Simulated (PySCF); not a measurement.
germyloxygermane (Ge2H6O), SMILES [O]([GeH3])[GeH3]. Coordinates come from a PBE-D3(BJ)/def2-SVP optimisation.

Computed equilibrium geometry at PBE-D3(BJ)/def2-SVP (PySCF confirms it by a frequency run) as bond lengths and angles, and its point group:
point group C2v.
Atoms: O1 Ge2 H3 H4 H5 Ge6 H7 H8 H9. Bonds (Å): O1–Ge2 1.801, O1–Ge6 1.801, Ge2–H3 1.547, Ge2–H4 1.557, Ge2–H5 1.557, Ge6–H7 1.557, Ge6–H8 1.557, Ge6–H9 1.547. Angles (°): Ge2–O1–Ge6 125.7, O1–Ge2–H3 105.1, O1–Ge2–H4 109.6, O1–Ge2–H5 109.6, H3–Ge2–H4 111.3, H3–Ge2–H5 111.3, H4–Ge2–H5 109.9, O1–Ge6–H7 109.6, O1–Ge6–H8 109.6, O1–Ge6–H9 105.1, H7–Ge6–H8 109.9, H7–Ge6–H9 111.3, H8–Ge6–H9 111.3.
